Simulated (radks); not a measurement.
Ionisation of the argon ion Ar+, [Ne] 3s2 3p5, to [Ne] 3s2 3p4 as the strength of local exchange is varied. Method: Dirac Kohn-Sham, Slater X-alpha exchange (alpha = 2/3 is LDA exchange), no correlation, spin-unpolarised, spherical densities, point nucleus; open shells fill j = l - 1/2 first; computed with a radial shooting solver on a logarithmic mesh with Libxc functionals.

alpha  E(Ar+) (hartree)  exchange (hartree)  IE (eV)  -e of the level emptied (eV)  <r> of it (bohr)
0.557        -521.33229           -22.85028   25.345                18.994 (3p3/2)             1.601
0.667        -525.86121           -27.56059   27.172                20.690 (3p3/2)             1.567
0.669        -525.94386           -27.64683   27.206                20.722 (3p3/2)             1.566
0.924        -536.56937           -38.81854   31.680                24.912 (3p3/2)             1.494
0.925        -536.61138           -38.86304   31.698                24.929 (3p3/2)             1.494
0.951        -537.70465           -40.02182   32.172                25.376 (3p3/2)             1.487
1.002        -539.85442           -42.30531   33.113                26.264 (3p3/2)             1.473

NIST Atomic Spectra Database: 27.630 eV (measured). The Delta-SCF value meets it near alpha = 0.69. Spin polarisation and multiplet splitting are left out, so open shells lie too high by an amount that depends on their filling.

Beside tabulated values, note that spin-unpolarised runs miss the spin-polarisation part of the exchange energy of open shells.
